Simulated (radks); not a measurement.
Species: neutral krypton. Configuration: [Ar] 3d10 4s2 4p5.75 5s0.25 (fractional occupations, a model configuration).

Method: scalar-relativistic Kohn-Sham, r2SCAN, spin-polarised, spherical densities, finite nucleus; open shells are filled with parallel spins first; meta-GGA in the generalised Kohn-Sham scheme; Fermi nuclear charge, rms radius 4.1884 fm; computed with a radial shooting solver on a logarithmic mesh with Libxc functionals.

Energy parts (eV):
total: -75937.171
kinetic: 77676.349
electron-nucleus: -183095.242
Hartree: 32116.355
exchange-correlation: -2634.632

Orbitals (lengths in bohr, moments of r in powers of bohr; r(max) is where P^2 peaks):
orbital  occ.  eigenvalue (eV)     <r^2>   r(max)       <r^4>
1s up       1        -14196.24  0.002320  0.02708  0.00001389
1s down     1        -14196.21  0.002320  0.02708  0.00001389
2s up       1        -1880.806   0.03964   0.1541    0.002721
2s down     1        -1880.801   0.03964   0.1541    0.002720
2p up       3        -1660.932   0.03137   0.1235    0.001974
2p down     3        -1660.911   0.03137   0.1235    0.001974
3s up       1        -272.2434    0.3217   0.4662      0.1636
3s down     1        -272.2183    0.3217   0.4663      0.1636
3p up       3        -201.3950    0.3408   0.4630      0.1955
3p down     3        -201.3647    0.3408   0.4630      0.1954
3d up       5         -84.6410    0.3806   0.4128      0.3097
3d down     5         -84.6012    0.3802   0.4128      0.3088
4s up       1         -25.6593     2.830    1.340       12.90
4s down     1         -25.3915     2.838    1.339       13.02
4p up       3         -11.2011     4.248    1.543       32.05
4p down  2.75         -10.9518     4.261    1.543       32.19
5s up    0.25          -1.0351     62.32    6.076        6616

The highest occupied level is 5s up at -1.035 eV. The spin density at the nucleus is 0.3937 e/bohr^3 (1s -0.0512, 2s 0.0303, 3s 0.0592, 4s 0.0434, 5s 0.3120). Summed over all electrons, <r^2> = 52.47 bohr^2, which gives a Langevin (diamagnetic) susceptibility term of -41.6 x 10^-6 cm^3/mol. The electron density at the nucleus is 5.01e+04 e/bohr^3 (large components only). The density falls to 0.001 e/bohr^3 at r = 3.99 bohr. Spin moment in Bohr magnetons: 0.5.
